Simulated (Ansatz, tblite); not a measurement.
Cost and result up the ladder for the cluster Te4As⁺ (5 atoms). Charge 1, multiplicity 1. Geometry: PBE-D4/def2-SVP.

Cartesian coordinates in Å:
```
As 1.602 -0.201 -0.371
Te -0.187 -2.158 -0.630
Te 0.493 1.996 -1.358
Te -0.011 1.226 1.253
Te -1.898 -0.863 1.105
```

Ansatz on 4 threads of Arm Neoverse V2 on a shared host; xTB runs through tblite on one thread. Times are rough, summed over both states, and most runs start from the orbitals of an earlier one. PBE0-D4/def2-TZVP serves as the yardstick here, not as an exact answer. Differences are given only for rows in sets of like size (and for xTB, whose basis is part of the method), since another set adds its own error. The other state is a triplet at its own geometry, which has other bonds, so the gap mixes isomer and spin.

In the def2 sets Te takes a core potential, while STO-3G treats all electrons; there is no spin–orbit coupling. The xTB rows come from tblite. HSE06 is defined as in plane-wave codes, on full-range PBE exchange. Correlated methods freeze 25 core orbitals; core or outer-core shells of As, Te are correlated, in sets that lack core-valence functions. At PBE0-D4/def2-TZVP a singlet of charge 1 lies 0.37 eV below the triplet, each at its own geometry. The structure comes from a short search, and lower isomers may exist.

Correlated methods converge slowly with the basis.

xTB has no spin-polarisation term.

```csv
level,functions,wall time
GFN1-xTB,45,0.012 s
GFN2-xTB,45,0.018 s
PBE-D4/def2-TZVP (with forces),248,12 s
HF/STO-3G,126,12 s
HSE06-D4/def2-TZVP,248,23 s
PBE0-D4/def2-TZVP,248,25 s
r2SCAN-D4/def2-TZVP,248,26 s
BHLYP-D4/def2-TZVP,248,30 s
MP2/def2-TZVP,248,40 s
```

Q: Estimate what each level gives for the triplet − singlet (eV).

A: 
| level | triplet − singlet (eV) | difference from PBE0-D4/def2-TZVP (eV) |
| --- | --- | --- |
| GFN1-xTB | 1.56 | 1.20 |
| GFN2-xTB | 1.26 | 0.90 |
| PBE-D4/def2-TZVP (with forces) | 0.38 | 0.02 |
| HF/STO-3G | 0.44 | – |
| HSE06-D4/def2-TZVP | 0.37 | 0.00 |
| PBE0-D4/def2-TZVP | 0.37 | 0.00 |
| r2SCAN-D4/def2-TZVP | 0.30 | -0.07 |
| BHLYP-D4/def2-TZVP | 0.34 | -0.02 |
| MP2/def2-TZVP | 0.62 | 0.25 |
